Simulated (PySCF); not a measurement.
Te(Me)(iPr), SMILES C[Te]C(C)C (C4H10Te) (GFN2-xTB optimised geometry):

```
15

Te    -0.627    -1.422     0.000
C      1.538    -1.422     0.000
H      1.918    -0.894    -0.865
H      1.863    -2.453    -0.043
H      1.920    -0.967     0.906
C     -0.840     0.761     0.000
C     -0.290     1.371    -1.274
C     -0.205     1.379     1.230
H     -1.920     0.911     0.036
H     -0.469     2.446    -1.283
H      0.783     1.210    -1.345
H     -0.766     0.938    -2.152
H     -0.613     0.946     2.141
H     -0.391     2.453     1.248
H      0.872     1.226     1.224
```

Level of theory: PBE0/def2-TZVP, def2 effective core potentials past Kr (PySCF).

**Question.** What are the frontier orbital energies and the dipole moment?

**Answer.** HOMO-2 -8.74 eV, HOMO-1 -7.72 eV, HOMO -5.63 eV, LUMO -0.40 eV, LUMO+1 0.47 eV; dipole moment 1.48 D.

On the same geometry PBE/def2-TZVP, def2 effective core potentials past Kr in PySCF 2.14.0 gives HOMO-2 -7.57 eV, HOMO-1 -6.66 eV, HOMO -4.60 eV, LUMO -1.22 eV, LUMO+1 -0.41 eV; dipole moment 1.43 D.
